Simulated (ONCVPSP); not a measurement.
# Configuration tests for Ga (Z = 31) (ONCV)

gallium, optimised norm-conserving Vanderbilt (ONCV), made with ONCVPSP 4.0.1 (PBE, scalar-relativistic). Core [Ar], reference 3d10 4s1.75 4p1.25. Waves: 4s: rc 1.65 bohr, ncon 3, nbas 7, qcut 3.1 1/bohr, 1 projector; 4p: rc 2.55 bohr, ncon 5, nbas 9, qcut 2.8 1/bohr, 1 projector; 3d: rc 1.15 bohr, ncon 4, nbas 9, qcut 11.9 1/bohr, local. Local part: the d channel. Core correction: none.

Energies are relative to the spin-unpolarised reference configuration 3d10 4s1.75 4p1.25; without spin polarisation the order of configurations can differ from experiment.

```json
{"valence configuration": "3d10 4s2 4p1", "charge": "0", "ΔE all-electron (eV)": "-1.603", "error AE − PS (meV)": "+0.1"}
{"valence configuration": "3d10 4s2 4p0", "charge": "+1", "ΔE all-electron (eV)": "4.085", "error AE − PS (meV)": "-0.1"}
{"valence configuration": "3d10 4s1 4p0", "charge": "+2", "ΔE all-electron (eV)": "25.213", "error AE − PS (meV)": "+13"}
{"valence configuration": "3d9 4s2 4p1", "charge": "+1", "ΔE all-electron (eV)": "26.092", "error AE − PS (meV)": "-214"}
```

Levels in the configuration 3d10 4s2 4p0:

```json
{"level": "3d", "all-electron (eV)": "-27.422", "pseudo (eV)": "-27.392"}
{"level": "4s", "all-electron (eV)": "-16.332", "pseudo (eV)": "-16.332"}
```

Note: ghosts flagged at negative energy: s at -272.4 eV, p at -85.0 eV; no localised positive-energy state flagged. A true bound ghost makes a file unfit for plane-wave use.
